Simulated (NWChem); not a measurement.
# MoNHSClF; SMILES [NH]=[Mo]([F])(=[S])[Cl]

Results from NWChem. Medium grid unless said otherwise, to which SCAN and Minnesota functionals are sensitive. The geometry was optimised at PBE0/def2-SVP. def2 effective core potentials on Mo; no spin-orbit coupling. B3LYP is NWChem's, with the RPA form of VWN correlation. Total energies of different functionals are on different scales.

```csv
level,energy (Ha),highest occupied level (eV),orbital gap (eV),dipole (D)
B3LYP/def2-SVP,-1081.6054,-7.67,4.34,2.04
PBE/def2-SVP,-1081.0986,-6.72,2.89,1.93
revPBE/def2-SVP,-1081.4296,-6.69,2.90,1.94
B97-2/def2-SVP,-1081.6321,-7.77,4.44,2.13
"LDA (Slater exchange, VWN5)/def2-SVP",-1077.5625,…,2.87,1.94
RPBE/def2-SVP,-1081.5460,-6.68,2.90,1.93
MN15/def2-SVP,-1081.0062,-8.59,5.89,2.16
M06-2X/def2-SVP,-1081.3254,-9.13,6.75,2.33
HCTH/407/def2-SVP,-1081.9156,-6.92,2.88,2.02
BLYP/def2-SVP,-1081.5339,-6.48,2.86,1.88
M06/def2-SVP,-1081.4333,-7.99,4.73,2.09
```

### Question
Fill in the missing entries.

### Answer

- LDA (Slater exchange, VWN5)/def2-SVP, highest occupied level (eV): -6.84
